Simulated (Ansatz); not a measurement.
# Ligand exchange: CH3Na + Sn(CH3)3I → NaI + Sn(CH3)4

Species: CH3Na `[CH3][Na]`, singlet; Sn(CH3)3I (iodotrimethylstannane), singlet; NaI (Sodium Iodide), singlet; Sn(CH3)4 (tetramethyltin), singlet. The partners trade CH3 for I: Na–CH3 and Sn–I bonds give way to Na–I and Sn–CH3.

Shapes, held fixed at every level: PBE0-D4/def2-TZVP. Programs: Ansatz 0.2.0. Electronic energies: no zero-point or thermal term.

Task: Estimate ΔE of this reaction.

Result: The highest level, CCSD(T)/def2-TZVPP, gives ΔE = -162.6 kJ/mol; the levels span -196.8 to -141.0. The column of differences is taken from that level and isn't an error. No measured value is set beside it here. For atoms past krypton def2 sets carry core potentials with scalar relativity. Outer-core shells of I, Na, Sn are correlated in most correlated rows, in sets that cover them unevenly.

| level | kind | ΔE (kJ/mol) | less CCSD(T)/def2-TZVPP |
| --- | --- | --- | --- |
| HF/def2-SVP | Hartree–Fock | -196.8 | -34.2 |
| SPW92/def2-TZVPP | LDA | -141.0 | +21.6 |
| B3LYP-D4/def2-TZVPP | global hybrid | -145.3 | +17.3 |
| PBE0-D4/def2-TZVPP | global hybrid | -154.9 | +7.7 |
| wB97M-V/def2-TZVPP | range-separated hybrid | -157.5 | +5.1 |
| B2PLYP/def2-TZVPP | double hybrid | -154.1 | +8.5 |
| CCSD/def2-TZVPP | coupled cluster or CI | -168.1 | -5.5 |
| CCSD(T)/def2-TZVPP | coupled cluster or CI | -162.6 | 0.0 |
